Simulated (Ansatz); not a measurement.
Reaction (SMILES): B=N (BNH2) [iminoborane] -> B=[N-] + H+
Geometries: B3LYP-D3(BJ)/def2-TZVP minima from Ansatz (a program for electronic structure).

Property: gas-phase deprotonation energy (electronic energy difference), in kcal/mol. Correlated levels leave the core frozen unless marked. Spin-orbit coupling is left out. No relativistic terms. Anions need diffuse functions: aug- sets have them; def2-D sets add few; the other sets have none. CBS(X,Y): correlation extrapolated as X^-3; Hartree-Fock from the larger set.

| level | program | gas-phase deprotonation energy (kcal/mol) |
|---|---|---|
| HF/STO-3G | Ansatz | 483.5 |

What does CCSD(T)/CBS(aug-cc-pVTZ,aug-cc-pVQZ) (Ansatz) give?

381.3 kcal/mol, so HF/STO-3G differs from it by 102.2 kcal/mol.
